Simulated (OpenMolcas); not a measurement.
## Dy3+ in cubic eightfold coordination: ligands and hosts compared

| Property | Result |
| --- | --- |
| Program | OpenMolcas 26.06 |
| Method | CASSCF |
| Active space | 9 electrons in 7 orbitals (4f) |
| Spin-orbit coupling | RASSI with atomic mean-field integrals over the reference wave functions |

Distances were set from a Shannon-type radius of the metal (high-spin where two are listed) plus a fixed donor radius (Cl 1.76, O 1.38, F 1.31 Å), in hosts weighted 0.65 to 0.35 with the host's distance in the model lattice. Anionic complexes are neutralised by point charges, and hosts are embedded clusters. Ligand basis ANO-RCC-VDZP. States (labels of O, the rotations of Oh). Energies in cm-1 above the lowest state or level, χT in cm3 K/mol; under a threefold ground state the first gap can be a small split of the lowest multiplet, not the spin-orbit step.

| Ligand or host | R (Å) | Metal basis | Outer charge (e at Å behind ligand) | Ground state | First state of that spin | First gap with spin-orbit (degeneracies) | Width of lowest J | χT at 300 K |
| --- | --- | --- | --- | --- | --- | --- | --- | --- |
| Cl | 2.79 | ANO-RCC-VDZP | 0.62 at 2.8 | 6T1 | 6E 0.9 | 8.8 (2, 4) | 189 | 13.977 |
| O | 2.41 | ANO-RCC-VDZP | 1.6 at 2.4 | 6T1 | 6E 2.9 | 21.2 (4, 2) | 272 | 13.931 |
| SrF2 | 2.397 | ANO-RCC-VDZP |  | 6T1 | 6E 0.8 | 2.4 (4, 2) | 300 | 13.899 |
| F | 2.34 | ANO-RCC-VDZP | 0.62 at 2.6 | 6T1 | 6E 0.6 | 0.6 (2, 4) | 315 | 13.885 |
| CaF2 | 2.347 | ANO-RCC-VDZP |  | 6T1 | 6E 1.0 | 1.5 (2, 4) | 361 | 13.846 |

The rows also differ in their outer charges, so part of each step comes from that.

The width of the lowest J multiplet rises in the order Cl < O < SrF2 < F < CaF2, by a factor of 1.91 from first to last.

High states are left out of the spin-orbit mixing, which shifts the levels that they would mix with. Without dynamic correlation the ligand-field splitting of an f shell can come out too small, at times by half. The oxide ions are held by bare point charges, a crude embedding (holds for O). No measured value stands beside these numbers; the geometry is a model, was not optimised and need not be the one that this ion takes.
